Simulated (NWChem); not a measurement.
Lowest excitation of ClPb (+1)

```xyz
2

Pb     0.0000     0.0000    -0.4103
Cl     0.0000     0.0000     1.9789
```
Charge +1, spin multiplicity 1.

Everything below was run with NWChem. All single points use one geometry, from PBE0/def2-SVP with def2 effective core potentials on Pb, a minimum by its harmonic frequencies.

Basis set: def2-SVPD.

| method | lowest vertical singlet excitation energy (eV) | relative cost | difference from EOM-CCSD |
|---|---|---|---|
| TD-PBE | 3.74 | under 3 | -0.91 |
| CIS | 5.34 | under 3 | +0.69 |
| TD-BHandHLYP | 4.55 | under 3 | -0.10 |
| EOM-CCSD | 4.65 | 1 | 0.00 |
| TD-B3LYP | 3.95 | under 3 | -0.70 |

The values span 1.61 eV, from TD-PBE (lowest) to CIS (highest). Costs are rough ratios of processor time within this set of runs, SCF included, with EOM-CCSD as 1.

Effective core potentials replace the inner electrons of Pb; spin-orbit coupling is left out. The correlated methods keep 9 core orbitals frozen. B3LYP has NWChem's definition, with VWN1-RPA local correlation. The spin multiplicity of the parent species was assumed, not shown to be that of its ground state. The structure started from a generated list of species. No row is a measurement; the coupled-cluster row has its own basis-set and correlation limits.
